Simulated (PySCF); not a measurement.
Rows and methods have been separated. Pair them.

Species: C₂H₈SSi.
InChI=1S/C2H8SSi/c1-2-4-3/h3H,2,4H2,1H3

The closed-shell ground state was solved 7 times with PySCF (density fitting, gas phase), always with PBE0, in these basis sets: 6-311+G(2d,p), STO-3G, aug-cc-pVDZ, cc-pVDZ, def2-SVP, def2-TZVP and pcSseg-2. One conformer (not necessarily the lowest) at the PBE0-D3(BJ)/def2-SVP geometry, without solvent, vibrations or thermal averaging.

```json
{"row": "P", "total energy (Eh)": "-768.4316", "HOMO (eV)": "-7.28", "LUMO (eV)": "0.38", "dipole (D)": "1.80"}
{"row": "Q", "total energy (Eh)": "-768.3890", "HOMO (eV)": "-7.27", "LUMO (eV)": "-0.28", "dipole (D)": "1.84"}
{"row": "R", "total energy (Eh)": "-768.1055", "HOMO (eV)": "-7.16", "LUMO (eV)": "0.84", "dipole (D)": "1.88"}
{"row": "S", "total energy (Eh)": "-768.3798", "HOMO (eV)": "-7.15", "LUMO (eV)": "0.73", "dipole (D)": "1.91"}
{"row": "T", "total energy (Eh)": "-768.4468", "HOMO (eV)": "-7.32", "LUMO (eV)": "0.12", "dipole (D)": "1.88"}
{"row": "U", "total energy (Eh)": "-759.6915", "HOMO (eV)": "-3.50", "LUMO (eV)": "5.94", "dipole (D)": "1.23"}
{"row": "V", "total energy (Eh)": "-768.4240", "HOMO (eV)": "-7.27", "LUMO (eV)": "-0.18", "dipole (D)": "1.84"}
```

**Question.** Which basis belongs to which row?

**Answer.** P = def2-TZVP, Q = aug-cc-pVDZ, R = def2-SVP, S = cc-pVDZ, T = pcSseg-2, U = STO-3G, V = 6-311+G(2d,p). From the lowest total energy up: pcSseg-2 (270 functions) 0 eV; def2-TZVP (184 functions) +0.41 eV; 6-311+G(2d,p) (172 functions) +0.62 eV; aug-cc-pVDZ (172 functions) +1.57 eV; cc-pVDZ (104 functions) +1.82 eV; def2-SVP (104 functions) +9.29 eV; STO-3G (36 functions) +238.24 eV.

Conformer computed: `[CH3:1][CH2:2][SiH2:3][SH:4]`: C1–C2–Si3–S4 179°, H–S4–Si3–C2 66°.
